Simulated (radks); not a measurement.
Problem. Radial electron density D(r) = 4 pi r^2 rho(r) of an atom or ion with 15 electrons. All-electron calculation, scalar-relativistic Kohn-Sham, r2SCAN, spin-polarised, spherical densities, finite nucleus; meta-GGA in the generalised Kohn-Sham scheme; Fermi nuclear charge, rms radius of each element as measured or else 0.836 A^(1/3) + 0.57 fm. Program: a radial shooting solver on a logarithmic mesh with Libxc functionals.

```
   r/bohr * D(r) (the largest magnitude, 39.3, reaches the edge; | marks zero)
 0.005934 |       *
 0.007423 |          *
 0.009287 |               *
  0.01162 |                    *
  0.01454 |                           *
  0.01819 |                                  *
  0.02275 |                                         *
  0.02846 |                                              *
  0.03561 |                                                *
  0.04455 |                                               *
  0.05574 |                                           *
  0.06973 |                                       *
  0.08724 |                                       *
   0.1091 |                                            *
   0.1365 |                                                    *
   0.1708 |                                                      *
   0.2137 |                                              *
   0.2674 |                               *
   0.3345 |                  *
   0.4185 |              *
   0.5236 |              *
    0.655 |            *
   0.8195 |      *
    1.025 | *
    1.283 *
    1.605 *
    2.007 *
```

What is the nuclear charge?

Solution. Z = 29. The innermost maximum, from 1s, lies near gamma/Z bohr with gamma = sqrt(1 - (Z/c)^2) = 0.977, here 0.0337 bohr (found: 0.0365), and its height grows with Z. The density is that of the copper ion Cu14+ in [Ne] 3s1 3p4; the configuration itself is not fixed sharply by these data, and Z only to about a unit. D(r) has 3 maxima, at r = 0.0365, 0.162, 0.519 bohr, and minima at 0.0780, 0.422 bohr, inside which lie 2.10, 10.57 electrons.
